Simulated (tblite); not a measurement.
Compound: C5H8OPSi (charge -1).
Bonds: C1–O2, O2–C3, C3–C4 (aromatic), C4–C5 (aromatic), C5–C6 (aromatic), C6–Si7, C6–P8 (aromatic), C3–P8 (aromatic). Hydrogens: H9, H10, H11 on C1; H12 on C4; H13 on C5; H14, H15, H16 on Si7.
Bond orders are those of one Lewis drawing.

Computed with GFN2-xTB (tblite), gas phase: nudged elastic band of 9 images (0 to 8), spring 0.2 eV/Å², climbing image at the end, force threshold 0.05 eV/Å. No saddle search or frequency run followed, so the top image need not be a first-order saddle, and its height can exceed the method's true barrier by a kcal/mol or more.

The band describes a rotation about C3–O2 (aromatic carbon bearing oxygen, aryl ether oxygen), followed by the dihedral P8–C3–O2–C1, from the optimised start (1°) to a second optimised geometry at 180°.

Problem. How does the energy change from image to image?

Solution. 
```json
{"image": "0", "dihedral (°)": "1", "E (kcal/mol)": "0.00", "C3–O2 (Å)": "1.393", "P8···C1 (Å)": "2.98", "largest true force (eV/Å)": "0.01"}
{"image": "1", "dihedral (°)": "24", "E (kcal/mol)": "0.76", "C3–O2 (Å)": "1.395", "P8···C1 (Å)": "3.04", "largest true force (eV/Å)": "0.04"}
{"image": "2", "dihedral (°)": "48", "E (kcal/mol)": "2.01", "C3–O2 (Å)": "1.400", "P8···C1 (Å)": "3.17", "largest true force (eV/Å)": "0.04"}
{"image": "3", "dihedral (°)": "70", "E (kcal/mol)": "2.78", "C3–O2 (Å)": "1.404", "P8···C1 (Å)": "3.33", "largest true force (eV/Å)": "0.03"}
{"image": "4", "dihedral (°)": "93", "E (kcal/mol)": "3.17", "C3–O2 (Å)": "1.405", "P8···C1 (Å)": "3.52", "largest true force (eV/Å)": "0.03"}
{"image": "5", "dihedral (°)": "115", "E (kcal/mol)": "3.62", "C3–O2 (Å)": "1.405", "P8···C1 (Å)": "3.71", "largest true force (eV/Å)": "0.04"}
{"image": "6", "dihedral (°)": "136", "E (kcal/mol)": "4.01", "C3–O2 (Å)": "1.403", "P8···C1 (Å)": "3.86", "largest true force (eV/Å)": "0.05"}
{"image": "7", "dihedral (°)": "158", "E (kcal/mol)": "3.76", "C3–O2 (Å)": "1.400", "P8···C1 (Å)": "3.95", "largest true force (eV/Å)": "0.05"}
{"image": "8", "dihedral (°)": "180", "E (kcal/mol)": "3.39", "C3–O2 (Å)": "1.398", "P8···C1 (Å)": "3.98", "largest true force (eV/Å)": "0.01"}
```

Barriers of this band. The top is image 6 at 136°: 4.01 kcal/mol forward and 0.62 kcal/mol back; the end lies 3.39 kcal/mol above the start. The central bond is 0.010 Å longer at the top than at the start.

Problem. What rate follows at 298 K for crossing this barrier forward?

Solution. Taking the electronic barrier for the free energy of activation (no zero-point or entropy terms, transmission 1), rate = (kT/h)·exp(−ΔE/kT) ≈ 7 × 10^9 s⁻¹, whose inverse is 1 × 10^-10 s. An error of 1 kcal/mol in the barrier changes this by a factor of 5, and the method and the loose band can each miss by that much or more.

Problem. How would the two end points share their population at 298 K, from these energies alone?

Solution. exp(−ΔE/kT) with ΔE = 0.147 eV gives 0.0033 for the higher one (end) against 1 for the lower, without vibrational, rotational or degeneracy terms.

Problem. How long is the path, and how are the images spaced?

Solution. Cartesian distances between aligned neighbours (all atoms, Å): 0.81, 0.79, 0.81, 0.84, 0.85, 0.86, 0.86, 0.86; the sum is 6.69 Å, and the top lies 74 % of the way along.

What follows is the cost of the whole band run. Rough CPU time on one thread of a shared machine: about 12 s.
